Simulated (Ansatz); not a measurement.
Geometry optimisation, RKS PBE-D4/def2-SVP in Ansatz 0.2.0.

Input:

```yaml
crystal:
  periodic: [false, false, false]
  atoms:
    - { symbol: "N", position_ang: [-1.25322, -1.04206, -0.12094] }
    - { symbol: C, position_ang: [-0.51506, -0.20145, -0.66461] }
    - { symbol: Sb, position_ang: [1.49848, 0.44563, -0.10251] }
    - { symbol: H, position_ang: [-0.88279, -1.4949, 0.71429] }
    - { symbol: H, position_ang: [-0.90557, 0.27976, -1.55678] }
    - { symbol: H, position_ang: [1.18239, 0.02241, 1.51527] }
    - { symbol: H, position_ang: [0.87578, 1.99062, 0.21528] }
basis:
  gaussian: { orbitals: def2-SVP }
hamiltonian:
  xc: pbe
  dispersion: d4
relax:
  f_tol: 0.015
  max_steps: 40
```

Run as:

```bash
$ ansatz run input.yaml --threads 1 --pin off --max-ram 2048MiB --backend cpu --events-out ev --progress --plain --runs-dir out
```

Where does it end, and by what steps?

The run converged. After 10 steps the energy has fallen by 0.100 eV; H5 moved furthest, 0.15 Å.

```tsv
step	energy less start (eV)	largest force component (eV/Å)	accepted
0	0.0000	1.696	yes
1	-0.0638	0.336	yes
2	0.2028	2.556	no
3	-0.0932	0.217	yes
4	-0.0946	0.475	yes
5	-0.0980	0.068	yes
6	-0.0993	0.021	yes
7	-0.0998	0.017	yes
8	-0.0999	0.027	yes
9	-0.0999	0.020	yes
10	-0.1000	0.012	yes
```

```xyz
7
Properties=species:S:1:pos:R:3
N -1.296 -1.053 -0.107
C -0.539 -0.221 -0.701
Sb 1.495 0.504 -0.121
H -0.887 -1.377 0.789
H -0.886 0.189 -1.678
H 1.260 -0.094 1.493
H 0.853 2.053 0.325
```

Whether the end is a true minimum wasn't checked by a vibrational analysis.

Run time: 19 s on 1 thread of Arm Neoverse V2, on a shared host, peak memory 0.14 GiB.
